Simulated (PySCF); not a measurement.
`C#Cc1pc(C)oc1Cl`: 4 charge schemes on one density

Species: C6H4ClOP.
Cartesian coordinates in Å at the GFN2-xTB level; atoms count from 1:
```xyz
13
C6H4ClOP angstrom
C     -1.4414   -3.4153   -0.7888
C     -0.9875   -2.3388   -0.5110
C     -0.4529   -1.0743   -0.2179
P      0.1658    0.0947   -1.4248
C      0.5186    1.1481   -0.1134
C      1.1191    2.5127   -0.1458
O      0.2046    0.6736    1.1092
C     -0.3277   -0.5478    1.0351
Cl    -0.7733   -1.2688    2.5195
H     -1.8395   -4.3575   -1.0193
H      1.2544    2.8708    0.8717
H      2.0833    2.4974   -0.6507
H      0.4721    3.2057   -0.6817
```

Density: PBE0/pcSseg-1 (PySCF); schemes: Mulliken, IAO, Hirshfeld and ESP-fitted. Isolated species at its GFN2-xTB geometry, gas phase. GFN2-xTB frequencies show an imaginary mode (103i cm⁻¹), so this geometry is no minimum at that level.

**Question.** Atoms with like bonding are taken together and averaged. For which atoms does the sign change between the 4 schemes (beyond +0.03 e in one, beyond −0.03 e in another)?

**Answer.** C2, C3, P4, C5, C8 and Cl9.

**Question.** Which atoms carry the highest charge in the Mulliken, IAO, Hirshfeld and ESP-fitted schemes?

**Answer.** The schemes don't all agree: Mulliken C2 (+0.516); IAO P4 (+0.299); Hirshfeld H10 (+0.096); ESP-fitted H10 (+0.309).

**Question.** What partial charge does each atom carry?

**Answer.** In e; atoms taken as equivalent share a row and are averaged (×n: the atom named and its like, n in all):

```csv
atom,environment,Mulliken,IAO,Hirshfeld,ESP-fitted
C1,terminal alkyne carbon,-0.384,-0.223,-0.101,-0.418
C2,alkyne carbon,+0.516,-0.024,-0.063,+0.021
C3,substituted aromatic carbon,-0.657,-0.277,-0.093,+0.161
P4,phosphorus bonded to 2 C,+0.483,+0.299,+0.059,-0.132
C5,substituted aromatic carbon,-0.260,-0.038,+0.026,+0.202
C6,benzylic-type carbon,-0.164,-0.437,-0.120,-0.412
O7,furan-type oxygen,-0.337,-0.204,-0.048,-0.046
C8,aromatic C–Cl carbon,+0.355,+0.151,+0.074,-0.152
Cl9,aryl chlorine,-0.036,+0.038,+0.003,+0.032
H10,alkyne hydrogen,+0.045,+0.206,+0.096,+0.309
H11/H12/H13,methyl hydrogen,+0.146,+0.170,+0.056,+0.145
```

Mean size of the charges over all atoms: Mulliken 0.283 e, IAO 0.185 e, ESP-fitted 0.178 e, Hirshfeld 0.065 e. Each set sums to the total charge, 0, to within 0.001 e. The ESP scheme is a least-squares fit of atom-centred charges to the potential on four shells outside the van der Waals surface, with the total charge fixed. The IAO scheme projects the occupied orbitals on a minimal set of polarised atomic orbitals and counts the electrons in each atom's part of it.

**Question.** How many electrons does the ESP-fitted scheme count on C3?

**Answer.** Z − q = 6 − (+0.161) = 5.839.

**Question.** How closely do the schemes follow one another over all atoms?

**Answer.** Correlation coefficient and root-mean-square difference: IAO with Hirshfeld 0.93, 0.151 e; Mulliken with IAO 0.73, 0.234 e; Hirshfeld with ESP-fitted 0.58, 0.185 e; Mulliken with Hirshfeld 0.57, 0.302 e; IAO with ESP-fitted 0.50, 0.216 e; Mulliken with ESP-fitted 0.06, 0.391 e.

**Question.** Sum the charges by element, for elements with more than one atom.

**Answer.** 
| element | atoms | Mulliken | IAO | Hirshfeld | ESP-fitted |
| --- | --- | --- | --- | --- | --- |
| C | 6 | -0.594 | -0.848 | -0.277 | -0.598 |
| H | 4 | +0.484 | +0.715 | +0.262 | +0.744 |

These values come from a run that also computed NMR shieldings. The run took about 70 s of CPU time (one thread, shared machine).
